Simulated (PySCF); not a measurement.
Vertical excitations of a molecule C₃H₁₀Si from TDDFT-CAM-B3LYP/def2-SVPD in PySCF, as energy in eV (oscillator strength): 8.04 (0.038), 8.68 (0.016), 8.71 (0.016), 8.86 (0.007), 8.92 (0.234), 8.94 (0.005), 9.02 (0.009), 9.17 (0.089), 9.20 (0.085), 9.25 (0.135). Lowest triplet (TDA): 7.66 eV. Geometry optimised at B3LYP-D3(BJ)/def2-SVP. The values are those of a single conformer.

Task: Pick the molecule that these values belong to.
(A) CCC[SiH3]
(B) CC[SiH2]C
(C) C[SiH](C)C
(D) CC(C)[SiH3]

Result: A, CCC[SiH3]
